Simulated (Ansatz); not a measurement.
Two structures of CH5ClSn, singlet, reached by relaxing down either side of one saddle point (PBE0-D4/def2-TZVP). Energies are electronic, without zero-point energy. Ansatz 0.2.0; basis: def2-TZVPP and def2-QZVPP; cores frozen in the correlated methods. Filled d shells of the heavier atoms are correlated. Core potentials replace the inner electrons of the atoms past krypton. The def2 sets are not built for correlating such inner shells, so the correlated values are less sure here. Extrapolation: Hartree–Fock as exp(−7.88 √X), correlation as X^−2.97. First:

```json
{"atom": "Sn1", "x (Å)": "-0.3225", "y (Å)": "0.0910", "z (Å)": "0.8966"}
{"atom": "Cl2", "x (Å)": "-2.6173", "y (Å)": "-0.1010", "z (Å)": "0.4682"}
{"atom": "C3", "x (Å)": "0.6324", "y (Å)": "-0.0845", "z (Å)": "-0.9954"}
{"atom": "H4", "x (Å)": "0.2789", "y (Å)": "0.7099", "z (Å)": "-1.6519"}
{"atom": "H5", "x (Å)": "-0.1210", "y (Å)": "1.6193", "z (Å)": "1.6255"}
{"atom": "H6", "x (Å)": "0.0489", "y (Å)": "-1.1799", "z (Å)": "1.9710"}
{"atom": "H7", "x (Å)": "0.3867", "y (Å)": "-1.0509", "z (Å)": "-1.4343"}
{"atom": "H8", "x (Å)": "1.7139", "y (Å)": "-0.0039", "z (Å)": "-0.8795"}
```

Second:

```json
{"atom": "Sn1", "x (Å)": "0.5504", "y (Å)": "-0.0922", "z (Å)": "1.2989"}
{"atom": "Cl2", "x (Å)": "-2.4215", "y (Å)": "0.4044", "z (Å)": "-1.5758"}
{"atom": "C3", "x (Å)": "0.6789", "y (Å)": "-0.1125", "z (Å)": "-0.6583"}
{"atom": "H4", "x (Å)": "-1.2011", "y (Å)": "0.1998", "z (Å)": "-1.0921"}
{"atom": "H5", "x (Å)": "0.5417", "y (Å)": "1.3421", "z (Å)": "2.2015"}
{"atom": "H6", "x (Å)": "0.0834", "y (Å)": "-1.4493", "z (Å)": "2.2002"}
{"atom": "H7", "x (Å)": "0.7343", "y (Å)": "-1.0565", "z (Å)": "-1.1875"}
{"atom": "H8", "x (Å)": "1.0338", "y (Å)": "0.7643", "z (Å)": "-1.1868"}
```

(1) Which bonds change from the first to the second?

(2) Give the saddle point's structure and its height above each. (Judge from chemistry; the value comes from the calculation.)

The T1 diagnostic stays at or below 0.020. The restricted Hartree–Fock reference is unstable towards an unrestricted one at one or more of these structures.

Results:

(1) CH₅ClSn ([CH3][SnH2][Cl]) → CH₄Sn ([CH2][SnH2]) + HCl; bonds formed: Cl2–H4; bonds broken: Sn1–Cl2, C3–H4.

(2) Computed: 3.338 eV above the first and 0.208 eV above the second (CCSD(T) at an estimated basis limit (MP2 extrapolated from triple and quadruple zeta, plus CCSD(T) − MP2 in triple zeta)).
Sn1  (0.411, -0.070, 1.182)
Cl2  (-2.313, 0.389, -1.027)
C3  (0.649, -0.108, -0.792)
H4  (-0.877, 0.148, -0.986)
H5  (0.294, 1.376, 2.064)
H6  (-0.160, -1.403, 2.063)
H7  (0.848, -1.070, -1.253)
H8  (1.147, 0.739, -1.252)
(Å)

Labels in which every atom is bracketed show which atoms are joined, not bond orders.

For scale, one of the runs: CCSD(T)/def2-TZVPP, 193 basis functions, launched by `ansatz run in.yaml --threads 4 --pin off --events-out ev --progress --plain --max-ram 9574MiB`. Hardware: 4 CPU threads of an Intel Xeon, shared host. Wall time 80 s; peak host memory 2.4 GiB.
